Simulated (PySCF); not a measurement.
**Input and output**

Au2F2 (singlet). PySCF 2.14.0, RKS B3LYP, Au def2-SVP with ECP60, F def2-SVP; non-relativistic Hamiltonian with scalar-relativistic core potentials where named; density fitting; no spin-orbit coupling. Purpose: singlet excitations, Tamm-Dancoff B3LYP.

```python
mol = gto.M(atom='''
Au     0.00000     0.00000     1.53094
Au    -0.00000    -0.00000    -1.53094
F      1.60466    -0.00000    -0.00000
F     -1.60466     0.00000     0.00000''',
    basis={'Au': 'def2-SVP', 'F': 'def2-SVP'},
    ecp={'Au': 'def2-SVP'},
    charge=0, spin=0)
mf = dft.RKS(mol, xc='B3LYP')
mf.grids.atom_grid = (50, 194)
mf = mf.density_fit()  # fitting sets: Au def2-universal-JKFIT, F def2-universal-JKFIT
mf.conv_tol = 1e-08; mf.max_cycle = 55
mf.kernel(dm0)  # dm0: converged density of the relaxed state
td = mf.TDA(); td.nstates = 8; td.kernel()
```

Run from Python with OMP_NUM_THREADS=2; the lines above give its settings. Where DIIS fails, smearing, a level shift and second-order steps follow.
It took 12 s on 2 threads of Intel(R) Xeon(R) Platinum 8375C CPU @ 2.90GHz (Ice Lake) (shared host), from an already converged density.

Task: Where do the frontier levels lie, over both spins?

Result: HOMO -6.95 eV, LUMO -4.17 eV. 

Task: What are the Mulliken charges and spins?

Result: 
```
atom  charge (e)  spin (e)
 Au1       0.421     0.000
 Au2       0.421     0.000
  F3      -0.421     0.000
  F4      -0.421     0.000
```

Task: Which singlet excitations follow (Tamm-Dancoff, 8 states)?

Result: 
| state | eV | oscillator strength |
| --- | --- | --- |
| 1 | 2.08 | 0.0006 |
| 2 | 2.22 | 0.0000 |
| 3 | 2.55 | 0.0000 |
| 4 | 2.55 | 0.0000 |
| 5 | 2.62 | 0.0513 |
| 6 | 2.85 | 0.0110 |
| 7 | 3.01 | 0.0028 |
| 8 | 3.01 | 0.0000 |
Functionals without range separation put charge-transfer states too low; the basis has no diffuse functions.

The geometry was relaxed with TPSS (Au def2-SVP with ECP60, F def2-SVP).
